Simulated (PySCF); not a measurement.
## Name the molecule from its bond curve

A diatomic of charge +1 contains Zn. Its singlet curve at PBE0 in a double-zeta basis (scalar-relativistic core potentials, PySCF), in eV from the separated fragments:

(R (Å), E (eV)): (1.300, -2.020), (1.360, -2.252), (1.420, -2.386), (1.466, -2.435), (1.511, -2.449), (1.556, -2.435), (1.617, -2.381), (1.692, -2.269), (1.783, -2.091), (1.904, -1.809)

The fit gives ωe = 1951 cm⁻¹ and the rotational constant Bₑ = 7.456 cm⁻¹.

Q: Which atom is the partner?

A: The minimum lies at 1.510 Å, so the reduced mass is 16.8576 u Å² cm⁻¹/(Bₑ·Re²) = 0.9916 u. With Zn at 63.93 u the partner weighs about 1.0 u: H. The molecule is ZnH⁺.
